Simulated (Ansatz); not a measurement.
Input file for C3H4Zn (`C=C=[CH][ZnH]`):

```yaml
crystal:
  periodic: [false, false, false]
  atoms:
    - {symbol: C, position_ang: [-0.484470, 1.665671, -0.284038]}
    - {symbol: C, position_ang: [0.232721, 0.589887, -0.102392]}
    - {symbol: C, position_ang: [0.894269, -0.512796, 0.084031]}
    - {symbol: Zn, position_ang: [-0.112397, -2.130647, 0.366569]}
    - {symbol: H, position_ang: [-0.788024, 1.975268, -1.278046]}
    - {symbol: H, position_ang: [-0.779845, 2.289764, 0.552207]}
    - {symbol: H, position_ang: [1.981889, -0.474287, 0.072565]}
    - {symbol: H, position_ang: [-0.944144, -3.402850, 0.589095]}
basis:
  gaussian: {orbitals: def2-TZVPP}
correlation: {method: ccsd_t, frozen_orbitals: {C: 1, H: 0, Zn: 9}}
output: {orbitals: {seedname: orbitals}}
```

```sh
$ ansatz run in.yaml --threads 4 --pin off --events-out ev --progress --plain
```

The program prints (abridged):

```
Functional definition: HF
1333 factors; integrals over basis functions are off by at most 1.1e-3 eV
mean field evaluation 1: about -51526.5118 eV, gradient 3.3e1 eV
mean field evaluation 2: about -51526.8565 eV, gradient 3.2e1 eV
mean field evaluation 4: about -51529.9860 eV, gradient 7.4e0 eV
mean field evaluation 8: about -51530.0689 eV, gradient 5.5e-1 eV
mean field evaluation 16: about -51530.0709 eV, gradient 1.4e-6 eV
mean field -51530.07094784 eV, -1893.6951789967 hartree, gradient 1.4e-6 eV, S^2 0.000000; 0 other end points of the search recorded, 0 dependent functions left out
12 core orbitals not correlated: weight in the atoms' cores, before any rotation towards them, 1.000 or more for the frozen orbitals, at most 0.000 for the correlated occupied ones
reference -51530.07094784 eV, -1893.6951789967 hartree; 14, 14 occupied and 187, 187 virtual orbitals, 1333 factors
second order -26.81288537 eV of doubles, -0.00000000 eV of singles
cycle   1  -25.19793282 eV  change     1.6e0 eV  update   1.3e-1
cycle   2  -26.01072892 eV  change   -8.1e-1 eV  update   5.4e-2
cycle   3  -26.19720572 eV  change   -1.9e-1 eV  update   2.3e-2
cycle   4  -26.17394666 eV  change    2.3e-2 eV  update   7.3e-3
cycle   5  -26.16806513 eV  change    5.9e-3 eV  update   2.7e-3
cycle   6  -26.17088649 eV  change   -2.8e-3 eV  update   1.0e-3
cycle   7  -26.17113357 eV  change   -2.5e-4 eV  update   3.8e-4
cycle   8  -26.17078001 eV  change    3.5e-4 eV  update   1.5e-4
cycle   9  -26.17086841 eV  change   -8.8e-5 eV  update   5.4e-5
cycle  10  -26.17093871 eV  change   -7.0e-5 eV  update   2.1e-5
cycle  11  -26.17089447 eV  change    4.4e-5 eV  update   8.7e-6
cycle  12  -26.17090382 eV  change   -9.3e-6 eV  update   3.3e-6
perturbative correction -1.09007931 eV, -0.0400596757 hartree
Total energy: -51557.33193097 eV, -1894.6970016483 hartree
```

Run time 65 s (4 threads of a server CPU on a shared host); peak host memory 3 GiB.

The correlation energy is -27.261 eV, 4.0 % of it from (T); the T1 diagnostic reads 0.0151.
